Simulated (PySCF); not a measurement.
PySCF 2.14 output of an unrestricted PBE0 calculation on a single atom or ion in x2c-TZVPPall with one added diffuse shell each of s, p, d type (12s8p8d2f2g, 108 functions), with scalar relativity by spin-free X2C-1e:

```
SCF conv_tol = 1e-09
number electrons alpha = 36  beta = 34
    C. Adamo and V. Barone.,  J. Chem. Phys. 110, 6158 (1999)
    M. Ernzerhof and G. E. Scuseria.,  J. Chem. Phys. 110, 5029 (1999)
cycle= 1 E= -14562.9639410321  delta_E= -0.0184  |g|= 0.292  |ddm|= 0.436
cycle= 2 E= -14562.9556588742  delta_E= 0.00828  |g|= 0.384  |ddm|= 0.361
cycle= 3 E= -14562.9738290941  delta_E= -0.0182  |g|= 0.00456  |ddm|= 0.204
cycle= 4 E= -14562.9738320722  delta_E= -2.98e-06  |g|= 0.000176  |ddm|= 0.00605
cycle= 5 E= -14562.9738320879  delta_E= -1.57e-08  |g|= 0.000123  |ddm|= 0.000527
cycle= 6 E= -14562.9738320914  delta_E= -3.45e-09  |g|= 1.46e-05  |ddm|= 0.000273
cycle= 7 E= -14562.9738320916  delta_E= -2.33e-10  |g|= 2.91e-06  |ddm|= 5.11e-05
converged SCF energy = -14562.9738320916  <S^2> = 2.00112  2S+1 = 3.0007466
```

The run itself started from symmetry-adapted Hartree-Fock orbitals and held the occupation by maximum overlap, on a logarithmic radial grid, so the iterations belong to that start.

Problem. Which element, charge and spin multiplicity is this?

Solution. Lu⁺ (lutetium, charge +1), multiplicity 3; the state was [Xe] 4f14 5d1 6s1, high-spin 3D determinant (an excited configuration).

Spin-orbit coupling, absent here, splits the open shell strongly.
